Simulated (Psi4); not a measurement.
C6H10AuO2 (SMILES CC1=CC(C)=[O]->[Au+]([CH3])[O]1), charge +1, singlet, at a GFN2-xTB geometry (such geometries of metal compounds can be far from the true shape) (the multiplicity is a formal guess) (core potentials on Au); PBE/def2-SV(P) in Psi4 1.11.

Psi4 was given this input:
```
memory 2 GB

molecule mol {
1 1
Au    0.547326    0.673343    0.277635
C     1.471141    2.154827   -0.727011
H     2.086131    2.664739    0.010156
H     0.744500    2.837096   -1.150078
H     2.088575    1.756731   -1.522011
C    -1.435940   -1.271180   -2.851215
C    -1.000500   -1.015378   -1.428788
C    -1.432512   -1.831634   -0.424869
C    -1.105049   -1.713262    0.955630
C    -1.695772   -2.725632    1.876364
O    -0.363241   -0.824069    1.430519
O    -0.224982    0.020371   -1.392286
H    -2.521703   -1.229091   -2.908939
H    -1.007930   -0.522488   -3.512112
H    -1.100148   -2.259901   -3.157692
H    -2.084489   -2.648138   -0.691159
H    -1.374748   -2.536349    2.897049
H    -2.782730   -2.687735    1.820723
H    -1.388669   -3.725839    1.574386
}

set {
  basis def2-sv(p)
  reference rks
  basis_guess true
}

energy('pbe')
print_variables()
```

Problem. What does Psi4 print? Leave out banner, timings and long lists.

Solution. 
```
  //>>>>>>>>>>>>>>>>>>>>>>>>>>>>>>>>>>>//
  //       Guess SCF, 3-21G Basis      //
  //<<<<<<<<<<<<<<<<<<<<<<<<<<<<<<<<<<<//

Traceback (most recent call last):
  File "psi4", line 375, in <module>
  File "<string>", line 41, in <module>
  File "site-packages/psi4/driver/driver.py", line 533, in energy
  File "site-packages/psi4/driver/procrouting/proc.py", line 2760, in run_scf
  File "site-packages/psi4/driver/procrouting/proc.py", line 1905, in scf_helper
  File "site-packages/psi4/driver/p4util/python_helpers.py", line 229, in _core_wavefunction_build
  File "site-packages/psi4/driver/p4util/python_helpers.py", line 169, in _pybuild_basis
  File "site-packages/psi4/driver/qcdb/libmintsbasisset.py", line 722, in pyconstruct
  File "site-packages/psi4/driver/qcdb/libmintsbasisset.py", line 976, in construct

psi4.driver.qcdb.exceptions.BasisSetNotFound: BasisSet::construct: Unable to find a basis set for atom 1 for key BASIS among:
  Shell Entries: ['AU']
  Basis Sets: [('3-21G', '3-21G', None)]
  File Path: tmp6m73m5xw, tmp6m73m5xw, basis
  Input Blocks:

Printing out the relevant lines from the Psithon --> Python processed input file:
    ""","mol")
    core.IO.set_default_namespace("mol")
    core.set_global_option("BASIS", "def2-sv(p)")
    core.set_global_option("REFERENCE", "rks")
    core.set_global_option("BASIS_GUESS", "true")
--> energy('pbe')
    print_variables()

!----------------------------------------------------------------------------------!
!                                                                                  !
!  BasisSet::construct: Unable to find a basis set for atom 1 for key BASIS among: !
!   Shell Entries: ['AU']                                                          !
!   Basis Sets: [('3-21G', '3-21G', None)]                                         !
!   File Path: tmp6m73m5xw,      !
!     tmp6m73m5xw,               !
!     basis                                          !
!   Input Blocks:                                                                  !
!                                                                                  !
!----------------------------------------------------------------------------------!

QcdbException BasisSetNotFound: BasisSet::construct: Unable to find a basis set for atom 1 for key BASIS among:
  Shell Entries: ['AU']
  Basis Sets: [('3-21G', '3-21G', None)]
  File Path: tmp6m73m5xw, tmp6m73m5xw, basis
  Input Blocks:
```

The program refused the input.
